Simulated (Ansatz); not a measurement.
Born–Oppenheimer molecular dynamics of Cl₂H₅MgNO (10 atoms, charge 0, multiplicity 1). It starts from a rough guess of a transition structure, not a stationary point.

The calculation used Ansatz, UKS PBE-D4/6-31G.

```yaml
ensemble: NVE (velocity Verlet)
time_step: 0.5 fs
steps_asked: 150
starting_velocities_drawn_for: 600 K
seed: 215336
```

First frame:

```xyz
10
Properties=species:S:1:pos:R:3
Mg -1.523 -1.227 -0.843
Cl 1.174 -1.362 -1.715
Cl -3.046 -1.184 -2.335
H -0.028 0.570 0.841
O -1.214 0.178 1.099
H 1.369 -0.081 -0.531
N 1.215 0.842 0.417
H -1.170 -0.207 1.974
H 1.935 0.720 1.112
H 1.288 1.751 -0.017
```

(1) How far do the bonds stretch over the last three quarters of this one trajectory? (Pairs bonded in most of those frames.)

Answers

(1) 
```tsv
bond	mean (Å)	spread (Å)	shortest	longest
Mg1–Cl2	2.276	0.162	2.08	2.64
Mg1–Cl3	2.283	0.179	2.03	2.52
Mg1–O5	2.088	0.271	1.68	2.41
O5–H8	0.994	0.028	0.95	1.04
H6–N7	1.128	0.147	0.87	1.32
N7–H9	1.030	0.031	0.98	1.09
N7–H10	1.037	0.060	0.94	1.14
```

Mean temperature of the second half: 1287 K. The conserved energy stayed within 1.8 meV per atom of its start (net change -1.2 meV per atom), so the integration is sound. The kinetic energy rose, since the run started high on the potential surface and went downhill. It ends in pieces (Cl2H2MgO + H3N), so much of that is their flight and rotation, not heat. A run of 0.075 ps of so small a system gives no equilibrium averages. The orbitals were unrestricted but ended closed-shell. Limits of this set-up: no polarisation functions.

The run took 15 min on 1 thread of Arm Neoverse V1, on a shared host, peak memory 0.15 GiB.
